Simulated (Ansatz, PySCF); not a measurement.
CH₃BeFO, singlet, at a GFN2-xTB geometry (such geometries of metal compounds can be far from the true shape). Base run: CASSCF(6,6)/def2-SVP in PySCF.

Here is a job for PySCF.
```python
from pyscf import gto, scf, mcscf
import numpy

mol = gto.M(
    atom='''
Be   -0.50170052    0.21775493    0.59373805
F    -1.37139021    0.54353564    1.62744781
O     0.34935493   -0.12746198   -0.41553657
C     1.20617691   -0.49362905   -1.43003884
H     1.57146220    0.39576392   -1.95304373
H     2.06092456   -1.03979844   -1.01878504
H     0.68502638   -1.13733582   -2.14562809
''',
    basis='def2-svp',
    verbose=3,
)

mf = scf.RHF(mol)
mf.kernel()
mc = mcscf.CASSCF(mf, 6, 6)
mc.fix_spin_(ss=0.0)
mc.kernel()
occ = numpy.linalg.eigvalsh(mc.fcisolver.make_rdm1(mc.ci, mc.ncas, mc.nelecas))[::-1]
ss = mc.fcisolver.spin_square(mc.ci, mc.ncas, mc.nelecas)[0]
print('natural occupations', occ.round(4), ' <S^2>', round(ss, 4))
```

Programs used: Ansatz (an electronic-structure program), PySCF; a row that names a program was run with it.

The base run was repeated with changes; each row names its change, and settings that it needs were set with it.

| change | ΔE vs base (kcal/mol) | natural occupations | <S^2> of the state |
|---|---|---|---|
| base | 0.000 | 1.98 1.98 1.98 0.02 0.02 0.02 | 0.00 |
| start = MP2 natural orbitals | -1.45 | 1.98 1.98 1.98 0.02 0.02 0.02 | 0.00 |
| active space = 4 electrons, 3 orbitals | 43.92 | 2.00 1.99 0.01 | 0.00 |
| orbitals = fixed (CASCI); correction = SC-NEVPT2 | -290.1 | 2.00 2.00 2.00 0.00 0.00 0.00 | 0.00 |
| fix_spin_ = off | 0.000 | 1.98 1.98 1.98 0.02 0.02 0.02 | 0.00 |
| correction = SC-NEVPT2 | -280.3 | 1.98 1.98 1.98 0.02 0.02 0.02 | 0.00 |
| conv_tol = 1e-5 | 0.000 | 1.98 1.98 1.98 0.02 0.02 0.02 | 0.00 |
| code = ansatz | 0.004 | - | - |
| solver = newton | 0.000 | 1.98 1.98 1.98 0.02 0.02 0.02 | 0.00 |
| active space = 4 electrons, 5 orbitals | 21.42 | 1.98 1.98 0.02 0.02 0.00 | 0.00 |
| active space = 6 electrons, 8 orbitals | 5.74 | 1.98 1.98 1.98 0.02 0.02 0.02 0.00 0.00 | 0.00 |

Active orbitals are taken around the Fermi level unless the row says otherwise; CASSCF can end in different local minima, and two programs can end on different orbitals. State-averaged rows give the lowest state.
